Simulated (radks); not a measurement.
Numerical settings for neutral sulfur, [Ne] 3s2 3p4. All-electron calculation, scalar-relativistic Kohn-Sham, PBE, spin-unpolarised, spherical densities, finite nucleus; Fermi nuclear charge, rms radius 3.2611 fm. Program: a radial shooting solver on a logarithmic mesh with Libxc functionals. The defaults (mesh step 0.008 in ln r, mesh end at 40 bohr or more with all orbitals vanishing there, Anderson mixing 0.5 over 9 steps, residual threshold near 1e-9 with the energy settled to 1e-9 hartree or 1e-11 of itself, here a cap of 62 iterations) give E = -399.0455 hartree and 3p at -7.009 eV in 13 iterations. Times are rough (one thread of a shared host). Changes against that run (0 stands for a change within the tolerance of the run):

mesh step in ln r 0.003: iterations 22; converged yes; E (mhartree) 0; e(3p) (meV) 0; CPU (s) 0.17
mesh step in ln r 0.12: iterations 62; converged no; E (mhartree) -2.27e+06; CPU (s) 0.08
mesh step in ln r 0.2: iterations 62; converged no; E (mhartree) -1.51e+06; CPU (s) 0.06
mesh end (bohr) 3: iterations 14; converged level above zero; E (mhartree) +1.12e+03; e(3p) (meV) +1.38e+04; CPU (s) 0.04
mesh end (bohr) 5: iterations 13; converged yes; E (mhartree) +46; e(3p) (meV) +1.3e+03; CPU (s) 0.04
residual threshold 0.001: iterations 9; converged yes; E (mhartree) 0; e(3p) (meV) +0.00833; CPU (s) 0.04
residual threshold 1e-16: iterations 62; converged no; E (mhartree) 0; e(3p) (meV) 0; CPU (s) 0.13
mixing 0.2: iterations 17; converged yes; E (mhartree) 0; e(3p) (meV) 0; CPU (s) 0.06
linear mixing, mixing 0.05: iterations 62; converged no; E (mhartree) +0.178; e(3p) (meV) -219; CPU (s) 0.2
linear mixing, mixing 1: iterations 62; converged no; E (mhartree) -1.09e+05; e(3p) (meV) -1.49e+05; CPU (s) 0.23
mixing history 2: iterations 19; converged yes; E (mhartree) 0; e(3p) (meV) 0; CPU (s) 0.06
iteration cap 5: iterations 5; converged no; E (mhartree) +0.00115; e(3p) (meV) +18.6; CPU (s) 0.02

Settled on a wrong energy, with an occupied level pushed above zero by the early mesh end: mesh end (bohr) 3 (+1.12 hartree). Apart from these: settings that end as converged yet miss the energy by more than 1 mhartree: mesh end (bohr) 5 (+0.046 hartree). A mesh that ends early acts as a hard wall.
